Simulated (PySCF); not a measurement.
C₄H₄F₃NO (charge +1 and doublet state).
Numbering: `[H]/[N:4]=[CH:3]/[C:2]([CH2+:1])[O:5][C:6]([F:7])([F:8])[F:9]` (hydrogens: H10, H11 on C1; H12 on C3; H13 on N4)

Structure used (GFN2-xTB), in Å, numbered top down from 1:
```
atom  x, y, z in Å
C1    -0.5427    1.4181   -0.3389
C2    -0.3783    0.1146   -0.0624
C3    -1.5096   -0.8541   -0.1698
N4    -1.6771   -1.8019    0.5857
O5     0.7367   -0.5197    0.3538
C6     1.9732    0.0711    0.2404
F7     2.8724   -0.8280    0.5285
F8     2.1698    0.5290   -0.9897
F9     2.0851    1.0983    1.0708
H10   -1.4621    1.8004   -0.7509
H11    0.2064    2.1581   -0.0891
H12   -2.1581   -0.6045   -1.0313
H13   -2.3201   -2.5810    0.6351
```

The hyperfine couplings belong to this conformer and change with its torsions.

The calculation used PySCF 2.14.0, UKS B3LYP, pcH-1 on C F H N O, non-relativistic, mean-field spin-orbit, GIAO. The structure is a single GFN2-xTB conformer in the gas phase; no vibrational or solvent corrections. Couplings are sensitive to structure, and on GFN2-xTB geometries they can be far from those on DFT ones, by a factor of two or more for some ions and for spin on atoms past the first row. The frame is twisted about the C2–C3 bond at this geometry (dihedral O5–C2–C3–N4 = 35°); couplings at other torsion angles weren't computed. No stability test was run, so a lower SCF solution isn't excluded.

Where do the isotropic ENDOR lines of N4, F7/F8/F9, H13, H10 and H11 fall at 331.8 mT, to first order?

For S = 1/2 in fast tumbling each set of equivalent nuclei gives two lines, ν± = |νn ± a/2| to first order, with νn = g_N μN B/h and μN/h = 7.62259 MHz/T.

```
  nuclei  isotope     g_N  νn (MHz)  a_iso (MHz)  lower line (MHz)  upper line (MHz)
      N4      14N  0.4038      1.02        60.36             29.16             31.20
F7/F8/F9      19F  5.2577     13.30        -1.85             12.37             14.22
     H13       1H  5.5857     14.13        27.10              0.58             27.68
     H10       1H  5.5857     14.13       -15.78              6.24             22.02
     H11       1H  5.5857     14.13        -8.36              9.95             18.30
```

Which pairs are centred on the nuclear Larmor frequency, and which on half the coupling?

Centred on νn, since |a| < 2νn: F7/F8/F9, H13, H10 and H11. Centred on |a|/2 and split by 2νn: N4.

Couplings of abundant isotopes left out: H12 (238.6 MHz).

Nuclei that the bonding pattern makes equivalent are averaged, as if the motion that swaps them (rotation, inversion, ring flip) were fast. H10 and H11 aren't averaged: C1 is flat or nearly so (angle sum 360°), and its turn about the short C1–C2 bond (1.34 Å) is taken as slow.

The SMILES draws the unpaired electron on C2; the largest computed Mulliken spin population is on N4 (0.55 against 0.10).
